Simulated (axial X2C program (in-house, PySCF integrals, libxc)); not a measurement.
# Spectroscopic constants of IBr

Computed with an axial X2C code built on PySCF integrals. Spin-free means the one-electron spin-free X2C Hamiltonian; two-component (2c) means X2C with spin–orbit coupling and atomic mean-field two-electron Coulomb and Gaunt terms, so the difference of the two also holds small scalar two-electron terms. Basis: I dyall-cv3z [11s12p8d4f1g], Br dyall-cv3z [8s9p6d4f1g] (cores contracted in-house); Gaussian nuclei, density fitting, unrestricted open shells. Masses: I 126.904 u, Br 78.918 u.

The run was started with this input:
```json
{"zs": [53, 35], "q": 0, "bas": ["dyall-cv3z", "dyall-cv3z"], "levels": ["PBE0", "HF", "B97-3"], "cc": true, "r0": 2.47, "thr": -2.0, "nmax": 90, "npts": 10, "nst": 2, "ntry": 6}
```
```bash
python so2c.py task.json out
```

Keys: zs atomic numbers; q charge; bas basis sets; levels methods; cc coupled cluster on or off; r0 starting distance in Å; thr threshold in hartree for freezing inner shells (an s shell follows its p shell); nmax most natural virtual spinors; npts points on the curve; nst determinants followed; ntry starts of the search. HF also brings MP2.

State, spin-free: M_S = 0, Λ = 0 (closed shell); electrons by block: σα: 18, σβ: 18, π+α: 10, π+β: 10, π-α: 10, π-β: 10, δ+α: 3, δ+β: 3, δ-α: 3, δ-β: 3. Fragments: I + Br.

State, 2c: Ω = 0 (closed shell); electrons by block: 1/2: 28, -1/2: 28, 3/2: 13, -3/2: 13, 5/2: 3, -5/2: 3. Fragments: I + Br.

| Hamiltonian | level | Re (Å) | ωe (cm⁻¹) | ωexe (cm⁻¹) | Be (cm⁻¹) | αe (cm⁻¹) | De (eV) | D0 (eV) | k (mdyn/Å) | μ (D) |
| --- | --- | --- | --- | --- | --- | --- | --- | --- | --- | --- |
| spin-free | PBE0 | 2.462 | 281.1 | 0.63 | 0.05714 | 0.000169 | 2.19 | 2.17 | 2.27 | -0.62 |
| spin-free | HF | 2.461 | 294.0 | 0.557 | 0.05719 | 0.000151 | 0.694 | 0.676 | 2.48 | -0.77 |
| spin-free | MP2 | 2.468 | 283.1 | 0.647 | 0.0569 | 0.000168 | 2.08 | 2.06 | 2.3 | n/a |
| spin-free | CCSD | 2.483 | 273.7 | 0.681 | 0.05617 | 0.000175 | 1.85 | 1.83 | 2.15 | n/a |
| spin-free | CCSD(T) | 2.491 | 267.4 | 0.747 | 0.05585 | 0.000185 | 1.97 | 1.95 | 2.05 | n/a |
| spin-free | B97-3 | 2.475 | 276.5 | 0.633 | 0.05655 | 0.000169 | 2.07 | 2.05 | 2.19 | -0.68 |
| 2c | PBE0 | 2.474 | 272.7 | 0.682 | 0.05661 | 0.000178 | 1.87 | 1.86 | 2.13 | -0.74 |
| 2c | HF | 2.471 | 287.1 | 0.592 | 0.05675 | 0.000158 | 0.273 | 0.255 | 2.36 | -0.90 |
| 2c | MP2 | 2.477 | 276.5 | 0.682 | 0.05646 | 0.000175 | 1.70 | 1.69 | 2.19 | n/a |
| 2c | CCSD | 2.494 | 266.7 | 0.72 | 0.05572 | 0.000182 | 1.46 | 1.44 | 2.04 | n/a |
| 2c | CCSD(T) | 2.501 | 260.1 | 0.797 | 0.05537 | 0.000194 | 1.58 | 1.57 | 1.94 | n/a |
| 2c | B97-3 | 2.487 | 268.1 | 0.685 | 0.05601 | 0.000178 | 1.72 | 1.70 | 2.06 | -0.81 |

Correlated methods: 14 electrons correlated (number of frozen shells: I 4 s, 3 p, 2 d; Br 3 s, 2 p, 1 d), 260 virtual spin orbitals or spinors in MP2, 90 natural virtuals in coupled cluster.

Dipoles are positive if Br is the positive end.

Occupations by symmetry block were frozen at the best pattern of an incomplete PBE0 search. The closed shell is kept restricted, so the energy runs too high when the bond is stretched far. Dissociation energies refer to the lowest single-determinant-based atoms at the same level and basis. CCSD and (T) use frozen natural virtuals with an MP2 correction for the truncation; (T) itself is uncorrected, so its De runs slightly low. Without a current term, density functionals place determinants with orbital angular momentum somewhat too high.

Rough cost a point (2c) on 1 thread(s) of a shared host, integrals apart: PBE0 0.8 s, HF 0.6 s, CCSD(T) 5 s, B97-3 0.8 s.

The whole task took 2.7 min on 1 thread of Arm Neoverse V1, on a shared host.
